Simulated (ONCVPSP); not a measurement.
Cl, ONCV: configuration errors across variants

| Item | Value |
| --- | --- |
| Element | Cl (Z = 17) |
| Generator | ONCVPSP 4.0.1 |
| Type | optimised norm-conserving Vanderbilt (ONCV) |
| Functional | PBE |
| Relativity | scalar-relativistic |
| Frozen core | [Ne] |
| Valence charge | 7 |
| Reference configuration | 3s2 3p5 |
| Partial waves | 3s: rc 1.15 bohr, ncon 3, nbas 7, qcut 6.4 1/bohr, 2 projectors, debl 0.6 Ha; 3p: rc 1.55 bohr, ncon 4, nbas 7, qcut 5.1 1/bohr, 2 projectors, debl 3.4 Ha; d scattering state at 0.04 Ha: rc 1.20 bohr, ncon 4, nbas 7, qcut 8.9 1/bohr, 2 projectors, debl 1.3 Ha |
| Local potential | polynomial inside 1.05 bohr (lpopt 5, dvloc0 6 Ha) |
| Core correction | Teter function, fcfact 4.75, rcfact 1.7 |

In the s channel the program set the typed energies aside and used -0.760, 0.250 Ha.

All-electron excitation energies from the reference (eV): (1) 3s2 3p4 13.875; (2) 3s2 3p3 39.322; (3) 3s2 3p2 77.630; (4) 3s2 3p1 129.873.

1 further variants failed, have other tests or another functional or relativity, and are left out.

A true bound ghost makes a file unfit for plane-wave use even where its test errors are small: the radial tests pick states by their node count and pass the ghost by.

Errors AE − PS in meV (a dash: test not solved or not reliable):

```csv
change,(1),(2),(3),(4),bound ghosts,GHOST(+) flags above zero
base,-0.1,0.0,-11,-70,none,none
d: debl 0.2,-0.1,0.0,-11,-70,none,none
d: nbas 8,-0.1,0.0,-11,-70,none,none
"local potential polynomial inside 1.00 bohr (lpopt 3, dvloc0 6 Ha)",-0.1,0.0,-11,-70,none,none
"s: rc 0.94; local potential polynomial inside 0.94 bohr (lpopt 5, dvloc0 6 Ha)",-0.1,-0.4,-13,-75,s,s
"core correction Teter function, fcfact 1.4, rcfact 1.7",-0.5,+2.0,+10,+26,none,none
d: qcut 5.4,-0.1,0.0,-11,-70,none,d
s: qcut 8.9,-0.1,-0.6,-14,-78,s,none
"all radii but the core radius scaled by about 1.13 (s 1.30, p 1.74, d 1.36 bohr); local potential polynomial inside 1.18 bohr (lpopt 5, dvloc0 6 Ha)",-0.7,-4.1,-25,-106,none,none
```

(1) Give the same row for: s: ncon 5, nbas 9.

## Answers

(1) -0.1, -0.3, -13, -75; bound ghosts: s; GHOST(+) flags above zero: none.
